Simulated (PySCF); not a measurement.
Shapes and spin states of Zr3

Level of theory: PBE0/[Zr def2-TZVP with ECP28], scalar-relativistic core potentials, density fitting, no spin–orbit coupling, PySCF.

Relaxations began from a few typed shapes and spin states; open shells are unrestricted. The search is not exhaustive: other isomers or separated fragments can lie lower, and high-lying points may rest on an excited occupation.

(1) Which is the lowest minimum found?
A. singlet C2v: Zr–Zr 2.365 Å (×2), Zr–Zr 3.464 Å; Zr–Zr–Zr 42.9° (×2), Zr–Zr–Zr 94.1°
B. quintet C∞v: Zr–Zr 2.295 Å, Zr–Zr 2.807 Å; Zr–Zr–Zr 180.0°
C. singlet D∞h: Zr–Zr 2.450 Å (×2); Zr–Zr–Zr 180.0°
D. singlet (closed shell, unstable to spin polarisation) C2v: Zr–Zr 2.365 Å (×2), Zr–Zr 3.465 Å; Zr–Zr–Zr 42.9° (×2), Zr–Zr–Zr 94.2°
E. broken-symmetry Ms = 0 (⟨S²⟩ 1.83) C2v: Zr–Zr 2.651 Å (×2), Zr–Zr 2.704 Å; Zr–Zr–Zr 59.3° (×2), Zr–Zr–Zr 61.3°

Results:

(1) E. The others lie at 86.5 (singlet C2v), 86.7 (singlet C2v), 143.5 (quintet C∞v, a saddle point), 210.0 (singlet D∞h, a saddle point) kJ/mol above it.

For the lowest minimum: the determinant is spin-contaminated (⟨S²⟩ = 1.83, pure value 0.00). The spin densities have lower symmetry than the nuclear frame.

The electron or spin density has lower symmetry than the nuclear frame for the quintet C∞v at 143.5 kJ/mol, singlet D∞h at 210.0 kJ/mol.
